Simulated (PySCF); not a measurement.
Molecule: `C#CC#CC(F)(F)F`, C$_{5}$HF$_{3}$.

Atoms are numbered as in `[CH:1]#[C:2][C:3]#[C:4][C:5]([F:6])([F:7])[F:8]` (H(Xn): hydrogen on atom n).

Spin–spin couplings on one PBE0-D3(BJ)/def2-SVP geometry, PySCF 2.14.0 with density-fitted response routines, gas phase, non-relativistic, equivalent pairs averaged; isotopes ¹³C, ¹⁹F, ¹H; functional B3LYP.

How do the couplings (Hz) change with the basis set? Times are CPU seconds on 1 thread of an Arm Neoverse V1, shared host. Far from the basis limit: pcJ-0, 6-31G*, def2-TZVP, cc-pVTZ.

Answers


| basis set | functions | ¹J(C5,F6) | ¹J(C1,H(C1)) | ¹J(C3,C4) | ¹J(C1,C2) | ¹J(C2,C3) | ¹J(C4,C5) | ²J(C4,F6) | core-s |
| --- | --- | --- | --- | --- | --- | --- | --- | --- | --- |
| pcJ-0 | 107 | -465.1 | 271.3 | 204.8 | 195.1 | 153.3 | 114.0 | 46.0 | 18 |
| 6-31G* | 114 | -255.9 | 245.1 | 223.6 | 209.0 | 168.8 | 120.8 | 39.7 | 22 |
| def2-TZVP | 254 | -356.0 | 271.6 | 242.4 | 230.5 | 183.3 | 149.1 | 61.4 | 89 |
| cc-pVTZ | 254 | -302.0 | 268.9 | 304.2 | 298.4 | 189.5 | 133.1 | 59.3 | 96 |

The Fermi-contact term samples the wavefunction at the nucleus, which is why sets with added tight s functions (names with J) are made for couplings.
